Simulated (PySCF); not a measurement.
B(H)(Me)(OSiH3) (CH7BOSi), SMILES [SiH3]OBC.

Geometry: B3LYP-D3(BJ)/def2-SVP. This is a generated structure with no PubChem entry under its InChIKey; it may be hypothetical. The values are those of a single conformer.

Method: PBE/def2-TZVP in PySCF.

Symmetry labels are those of the subgroup Cs that the program uses (full group Cs).

Computed valence orbital energies around the gap with their symmetry:
```json
[
 {"orbital": "HOMO−7", "symmetry": "A'", "energy (eV)": "-10.70"},
 {"orbital": "HOMO−6", "symmetry": "A\"", "energy (eV)": "-10.03"},
 {"orbital": "HOMO−5", "symmetry": "A'", "energy (eV)": "-9.65"},
 {"orbital": "HOMO−4", "symmetry": "A\"", "energy (eV)": "-9.34"},
 {"orbital": "HOMO−3", "symmetry": "A'", "energy (eV)": "-8.96"},
 {"orbital": "HOMO−2", "symmetry": "A'", "energy (eV)": "-8.24"},
 {"orbital": "HOMO−1", "symmetry": "A\"", "energy (eV)": "-7.95"},
 {"orbital": "HOMO", "symmetry": "A'", "energy (eV)": "-6.77"},
 {"orbital": "LUMO", "symmetry": "A\"", "energy (eV)": "-1.05"},
 {"orbital": "LUMO+1", "symmetry": "A'", "energy (eV)": "-0.71"},
 {"orbital": "LUMO+2", "symmetry": "A'", "energy (eV)": "0.62"},
 {"orbital": "LUMO+3", "symmetry": "A\"", "energy (eV)": "0.73"}
]
```
